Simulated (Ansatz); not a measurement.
`CBOC` → `[CH2]` (triplet) + `CBO`  (formal loss of a carbene)

Gas-phase electronic energies from Ansatz, PBE0-D4/def2-TZVP geometries. CCSD(T)/CBS is the MP2 limit (def2-TZVPP, def2-QZVPP) plus CCSD(T) − MP2 in def2-TZVPP, frozen cores. This one scheme is used for every species. DFT in def2-TZVPP. Triplets are unrestricted, without spin–orbit coupling. One conformer a species, not always the lowest.

`CBOC`:

```xyz
11

C    -0.620    1.177   -1.378
B     0.057    0.044   -0.547
O    -0.122    0.001    0.788
C     0.461   -1.000    1.595
H    -1.197    1.876   -0.770
H     0.135    1.739   -1.939
H    -1.282    0.744   -2.137
H     0.742   -0.807   -1.062
H     1.100   -0.527    2.343
H     1.056   -1.697    0.997
H    -0.331   -1.548    2.110
```

`[CH2]` (triplet):

Cartesian coordinates in Å:
```
C -0.046 0.210 0.173
H -0.715 0.218 -0.673
H 0.761 -0.428 0.500
```

`CBO`:

Cartesian coordinates in Å:
```
C -0.312 -0.625 0.724
B 0.305 0.179 -0.460
O -0.117 1.446 -0.697
H -1.065 -0.065 1.282
H 0.476 -0.941 1.417
H -0.763 -1.553 0.356
H 1.154 -0.294 -1.176
H 0.322 1.855 -1.446
```

```json
{"level": "LDA (SPW92)", "ΔE (kJ/mol)": "460.0"}
{"level": "PBE-D4", "ΔE (kJ/mol)": "393.4"}
{"level": "BHLYP", "ΔE (kJ/mol)": "365.6"}
{"level": "LC-ωPBE", "ΔE (kJ/mol)": "374.6"}
{"level": "RPA@PBE/def2-TZVPP", "ΔE (kJ/mol)": "372.9"}
{"level": "HF/def2-SVP", "ΔE (kJ/mol)": "255.4"}
{"level": "CCSD/def2-SVP", "ΔE (kJ/mol)": "363.3"}
{"level": "MP2/CBS(def2)", "ΔE (kJ/mol)": "391.9"}
```

Problem. What does CCSD(T)/CBS give? (Best estimate.)

Solution. Computed: +384.3 kJ/mol. The listed levels differ from it by 75.7, 9.1, -18.7, -9.7, -11.4, -128.9, -21.0, 7.6 kJ/mol.

Largest T1 diagnostic among the species: 0.012.

In def2-TZVPP, CCSD(T) changes the Hartree–Fock value by +127.5 kJ/mol (the triples alone add +10.7 kJ/mol) and MP2 by +135.1 kJ/mol. The D4 term adds +7.7 kJ/mol with B3LYP and +4.2 kJ/mol with PBE0; it sums over pairs of atoms, weighted by their polarisabilities, and B3LYP, whose exchange is more repulsive, gets the larger term.

B3LYP here is the variant with VWN-RPA as its local correlation; programs differ in this.
